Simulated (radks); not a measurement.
Values are calculated unless marked as measured or tabulated.
How relativity changes the ionisation of the xenon ion Xe2+ ([Kr] 4d10 5s2 5p4) to Xe3+ ([Kr] 4d10 5s2 5p3). Spin-unpolarised spherical Kohn-Sham, LDA (Slater exchange, Perdew-Wang correlation), point nucleus unless stated (finite: rms radius 4.7859 fm), a radial shooting solver on a logarithmic mesh with Libxc functionals. A level marked "c x" has the speed of light scaled by that factor and shares open shells by 2j + 1; other Dirac levels either fill j = l - 1/2 first or share by 2j + 1.

\begin{tabular}{lrrrrr}
level & E(Xe2+) (hartree) & E(Xe3+) (hartree) & IE (eV) & HOMO & <r> HOMO (bohr) \\ \hline
non-rel. & -7227.56263 & -7226.39349 & 31.814 & 5p & 2.106 \\
scalar-rel. & -7440.08921 & -7438.91457 & 31.964 & 5p & 2.086 \\
scalar-rel., finite nucleus & -7439.82634 & -7438.65168 & 31.964 & 5p & 2.086 \\
Dirac, 2j+1 shares & -7443.05042 & -7441.87426 & 32.005 & 5p3/2 & 2.112 \\
Dirac, low j first & -7443.08908 & -7441.93834 & 31.313 & 5p3/2 & 2.115 \\
Dirac, 2j+1 shares, finite nucleus & -7442.78658 & -7441.61041 & 32.005 & 5p3/2 & 2.112 \\
Dirac, c x 2 & -7278.34733 & -7277.17660 & 31.857 & 5p3/2 & 2.107 \\
Dirac, c x 5 & -7235.56288 & -7234.39349 & 31.821 & 5p3/2 & 2.106 \\
Dirac, c x 10 & -7229.55832 & -7228.38912 & 31.816 & 5p3/2 & 2.106 \\
\end{tabular}

NIST Atomic Spectra Database: 31.05 eV (semi-empirical). The relativistic part of the total energy of Xe2+ is -215.2 hartree (Dirac, 2j+1 shares, finite nucleus), 3 % of the non-relativistic value. Spin polarisation and multiplet splitting of open shells are left out at every level.

Beside tabulated values, note that relativity, absent from the non-relativistic runs, is large for the heavy elements, and spin-unpolarised runs miss the spin-polarisation part of the exchange energy of open shells.
